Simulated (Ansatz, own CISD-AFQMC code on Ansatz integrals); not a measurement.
CH6OSi, SMILES `CO[SiH3]` (charge 0, multiplicity 1).

Z-matrix (Å, degrees):
```
O
C 1 1.4184
H 2 1.0897 1 108.05
H 2 1.0949 3 108.64 1 120.94
H 2 1.0949 3 108.64 4 118.12
Si 1 1.6454 2 123.33 3 -180.00
H 6 1.4759 1 106.48 2 180.00
H 6 1.4857 7 110.39 1 -120.45
H 6 1.4857 7 110.39 8 -119.10
```
Charge 0, spin multiplicity 1.

Frozen-core energies in cc-pVDZ from Ansatz (a first-principles code) at a geometry from B3LYP-D3(BJ)/def2-TZVP; the HF reference has <S^2> = 0.00 and the T1 diagnostic is 0.011.

```
level  energy (Ha)
-----  -----------
HF      -405.17374
MP2     -405.60781
CCSD    -405.65094
```

Task: Estimate the energies of CCSD(T), CCSDT, phaseless AFQMC, CISD trial (own CISD-AFQMC code on Ansatz integrals; ±0.37 mHa) and CCSDT(Q), and give each level's difference from CCSDT(Q).

Result: 
```json
[
 {"level": "MP2", "energy (Ha)": "-405.60781", "difference from CCSDT(Q) (mHa)": "55.83"},
 {"level": "CCSD", "energy (Ha)": "-405.65094", "difference from CCSDT(Q) (mHa)": "12.70"},
 {"level": "CCSD(T)", "energy (Ha)": "-405.66194", "difference from CCSDT(Q) (mHa)": "1.70"},
 {"level": "CCSDT", "energy (Ha)": "-405.66276", "difference from CCSDT(Q) (mHa)": "0.88"},
 {"level": "phaseless AFQMC, CISD trial (own CISD-AFQMC code on Ansatz integrals; ±0.37 mHa)", "energy (Ha)": "-405.66336", "difference from CCSDT(Q) (mHa)": "0.28"},
 {"level": "CCSDT(Q)", "energy (Ha)": "-405.66364", "difference from CCSDT(Q) (mHa)": "0.00"}
]
```
